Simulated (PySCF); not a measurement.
ClFH4SSi2. Atoms are numbered in the order given.

```xyz
9

Si    -1.8345     0.0309    -0.1678
F     -2.4374     0.7823     1.1375
S     -0.1152     1.0653    -0.9005
Si     1.3247     0.2576     0.4647
Cl     1.8806    -1.6577    -0.0715
H     -1.4672    -1.3464     0.2494
H     -2.8518     0.0753    -1.2455
H      0.7500     0.1866     1.8338
H      2.5152     1.1400     0.3925
```
Charge 0, spin multiplicity 1.

Geometry optimised at PBE0-D3(BJ)/def2-SVP. The structure was generated by enumeration, and PubChem lists no compound with its InChIKey, so it may never have been made. One conformer was computed; it need not be the lowest.

All values below come from PBE0-D3(BJ)/def2-SVP (PySCF).

Frequencies are harmonic and unscaled.

Computed harmonic wavenumbers and intensities:
```
mode  ν (cm⁻¹)  IR (km/mol)    moving atoms (share of kinetic energy)
----  --------  -----------  ----------------------------------------
1           42          1.4           F 50 %, Cl 25 %, Si 11 %, H 8 %
2           45          2.4  Si 36 %, F 18 %, H 18 %, Cl 18 %, S 11 %
3          112          0.4           Si 51 %, H 20 %, Cl 14 %, F 9 %
4          186          2.6                  S 35 %, Cl 29 %, Si 28 %
5          242         10.8                   F 47 %, S 30 %, Si 19 %
6          486          9.3          Si 48 %, S 31 %, H 10 %, Cl 10 %
7          511         57.6                   Si 43 %, S 33 %, H 22 %
8          559         45.4           H 54 %, Si 25 %, S 12 %, Cl 9 %
9          570        128.8           Si 48 %, Cl 26 %, H 16 %, S 9 %
10         634         48.6                   H 67 %, Si 20 %, S 11 %
11         724          9.2                                    H 96 %
12         756         14.2                                    H 94 %
13         850        334.4                                    H 92 %
14         875         26.5                   F 47 %, H 37 %, Si 17 %
15         920        196.8                           H 84 %, Si 12 %
16         935         79.7                                    H 91 %
17         952        171.5                    H 70 %, Si 21 %, F 9 %
18        2265         62.1                                    H 97 %
19        2276         46.9                                    H 98 %
20        2289         89.5                                    H 96 %
21        2299        100.9                                    H 96 %
```
